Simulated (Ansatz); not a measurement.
Start from `[F][Hf]([F])([F])[I]` and change one element to get `[F][Zr]([F])([F])[I]`.

Ansatz, PBE0-D4/def2-TZVP geometries, multiplicity 1. 

Elements past krypton have def2 core potentials.

| property | `[F][Hf]([F])([F])[I]` |
| --- | --- |
| HOMO energy (PBE/def2-TZVPP) / eV | -7.23 |
| size of the dipole moment (ωB97M-V/def2-TZVPP) / D | 0.07 |
| LUMO energy (B3LYP/def2-TZVPP) / eV | -1.64 |
| HOMO–LUMO gap (PBE/def2-TZVPP) / eV | 5.00 |
| HOMO energy (ωB97M-V/def2-TZVPP) / eV | -10.47 |
| zero-point energy (PBE0-D4/def2-TZVP) / kJ/mol | 17.3 |

(1) What does the change do to each property? (Best estimate.)

Results:

(1) Ansatz gave: 
```csv
property,`[F][Zr]([F])([F])[I]`,shift
HOMO energy (PBE/def2-TZVPP) / eV,-7.20,0.03
size of the dipole moment (ωB97M-V/def2-TZVPP) / D,0.11,0.04
LUMO energy (B3LYP/def2-TZVPP) / eV,-2.19,-0.55
HOMO–LUMO gap (PBE/def2-TZVPP) / eV,4.44,-0.56
HOMO energy (ωB97M-V/def2-TZVPP) / eV,-10.43,0.04
zero-point energy (PBE0-D4/def2-TZVP) / kJ/mol,18.1,0.8
```

Dipoles are sizes alone; their direction can turn.

B3LYP here is the variant with VWN-RPA as its local correlation; programs differ in this.

Spin–orbit coupling is left out; it splits and shifts lone-pair levels of the heavy atoms by tenths of an eV.
